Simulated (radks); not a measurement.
Spherical quantum dot in the effective-mass picture: electrons in a well V = -V0 / (1 + exp((r - R)/a)) with V0 = 10.9, R = 6.23, a = 0.28, all in effective atomic units (hartree* = m*/eps^2 hartree, bohr* = eps/m* bohr), one dielectric constant everywhere. Calculated with a radial shooting solver with Libxc functionals: non-relativistic Kohn-Sham, LDA (Slater exchange, Perdew-Wang correlation), spin-polarised, spherical densities. Levels are named by radial order and angular momentum (1s, 1p, 1d, 2s, ...), and open shells are averaged over m.

N = 10, configuration 1s2 1p6 1d(up 2, down 0). This is the lowest configuration that the search found. Occupied and some empty levels:

| level | occupation | eigenvalue (hartree*) | <r> (bohr*) |
|---|---|---|---|
| 1s up | 1 | -8.6676 | 3.866 |
| 1s down | 1 | -8.6470 | 3.847 |
| 1p up | 3 | -8.5868 | 4.054 |
| 1p down | 3 | -8.5651 | 4.047 |
| 1d up | 2 | -8.4510 | 4.216 |
| 1d down | 0 | -8.4287 | 4.214 |
| 1f up | 0 | -8.2687 | 4.352 |
| 1f down | 0 | -8.2461 | 4.353 |
| 2s up | 0 | -8.1684 | 2.776 |
| 2s down | 0 | -8.1587 | 2.773 |
| 2p up | 0 | -7.9319 | 3.230 |
| 2p down | 0 | -7.9192 | 3.225 |

Energy (hartree*): total -96.2783, kinetic 2.8129, external -108.12, Hartree 11.289, exchange-correlation -2.2559.
